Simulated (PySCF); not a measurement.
Cd⁺: excitation energy

Cd⁺ [Kr] 4d10 5s1 (2S) → Cd⁺ [Kr] 4d9 5s1 5p1 (high-spin determinant), as a difference of total energies. All numbers are calculated (PySCF 2.14, the spin-free X2C one-electron Hamiltonian (Gaussian nucleus), in ANO-RCC-VTZP (7s6p4d2f1g, 68 functions)). Correlated levels: valence: [Kr] frozen; valence and next inner shell: [Ar] 3d10 frozen. The calculations carry no spin-orbit coupling.

```json
{"method": "UHF", "excitation energy (cm⁻¹)": "99534"}
{"method": "LDA", "excitation energy (cm⁻¹)": "113430"}
{"method": "PBE", "excitation energy (cm⁻¹)": "111210"}
{"method": "PBE0", "excitation energy (cm⁻¹)": "110040"}
{"method": "r2SCAN", "excitation energy (cm⁻¹)": "109740"}
{"method": "PBEsol", "excitation energy (cm⁻¹)": "111580"}
{"method": "M06", "excitation energy (cm⁻¹)": "114960"}
{"method": "TPSSh", "excitation energy (cm⁻¹)": "110000"}
{"method": "MP2 (valence)", "excitation energy (cm⁻¹)": "111770"}
{"method": "SCS-MP2 (valence)", "excitation energy (cm⁻¹)": "111350"}
{"method": "MP2 (valence and next inner shell)", "excitation energy (cm⁻¹)": "111110"}
{"method": "SCS-MP2 (valence and next inner shell)", "excitation energy (cm⁻¹)": "110260"}
```

A first-order spin-orbit estimate (lowest level to lowest level, LS coupling) adds -0.170 eV.

The basis was made for the ground configuration and has no added diffuse functions, so the excitation energy can come out too high.

The determinant of the upper state mixes LS terms, which raises its energy above the lowest term, most at the Hartree-Fock and MP2 levels.
